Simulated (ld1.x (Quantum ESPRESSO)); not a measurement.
## Before and after: RRKJ potential for Ag (Z = 47)

- Element: Ag
- Generator: ld1.x (Quantum ESPRESSO) 7.5
- Type: norm-conserving RRKJ (Kleinman–Bylander form)
- Functional: PBE
- Relativity: scalar-relativistic
- Frozen core: [Ar] 3d10 4s2
- Valence charge: 17
- Reference configuration: 4p6 4d9 5s2 5p0
- Partial waves: 4p (bound): rc 1.65 bohr; 4d (bound): rc 1.90 bohr; 5s (bound): rc 2.20 bohr
- Local potential: the s channel
- Core correction: none

Change: wave 4p (bound): rc 1.65 bohr becomes 4p (bound): rc 2.00 bohr.

Cutoffs: the cutoffs (Ry, on a coarse ladder) from which the occupation-weighted sum of valence levels, in a spherical-Bessel basis at the reference potential, stays within 10 and 1 mRy of its value at 400 Ry; they do not see the model core or the augmentation charge, which bear on the density cutoff. Errors are all-electron minus pseudo energies relative to the spin-unpolarised reference configuration.

Question: Predict the effect on cutoff, ghosts and configuration errors.

Answer: The potential gets softer (45 Ry and 70 Ry → 45 Ry and 60 Ry); the number of tests that count goes from 7 to 6; of the 6 tests that both files solve, the error grows in 0 and shrinks in 1 by more than 15 % and 0.3 meV (median size 102.1 → 105.0 meV); neither file shows a bound ghost at the reference potential, the only one tested. A larger radius leaves more room for a smooth pseudo-wave, so fewer plane waves are needed.

```tsv
quantity	base	changed
cutoff, loose	45 Ry	45 Ry
cutoff, tight	70 Ry	60 Ry
loose cutoff by channel (10 mRy a level)	p 35 Ry, d 40 Ry, s 8 Ry	p 30 Ry, d 40 Ry, s 8 Ry
bound ghosts	none	none
tests counted (converged, no solver errors)	7 of 7	6 of 7
error for 4p6 4d10 5s0 5p0, meV [ΔE 3.68 eV]	-125	-127
error for 4p6 4d9 5s0 5p0, meV [ΔE 25.79 eV]	-26	-27
error for 4p6 4d10 5s0.5 5p0, meV [ΔE -1.06 eV]	-104	-106
error for 4p6 4d9 5s1 5p0, meV [ΔE 9.07 eV]	-4.6	-4.8
error for 4p6 4d8 5s0 5p0, meV [ΔE 61.99 eV]	-100	-104
error for 4p5 4d10 5s1 5p0, meV [ΔE 61.17 eV]	-195	-137
s: phases at 2.41 bohr within 0.05 rad from the reference energy up to (Ry; the scan ends near 5)	3.3	3.3
p: phases at 2.41 bohr within 0.05 rad from the reference energy up to (Ry; the scan ends near 5)	-1.2	-1.2
d: phases at 2.41 bohr within 0.05 rad from the reference energy up to (Ry; the scan ends near 5)	0.9	0.9
```

Base: These tests converged, but a pseudo level misses the all-electron one widely, so the file describes the atom poorly there or has found another state: 4p6 4d8 5s0 5p0: empty 5p by 2.6 eV. ld1.x printed “convergence not achieved” for 4 of the counted tests; their residual had stalled under 1e-8, short of the target of 1e-14. Changed file: Tests not counted: 4p6 4d10 5s1 5p0 (pseudo-atom not self-consistent, printed error -88 meV). These tests converged, but a pseudo level misses the all-electron one widely, so the file describes the atom poorly there or has found another state: 4p6 4d8 5s0 5p0: empty 5p by 2.7 eV. ld1.x printed “convergence not achieved” for 3 of the counted tests; their residual had stalled under 1e-8, short of the target of 1e-14.
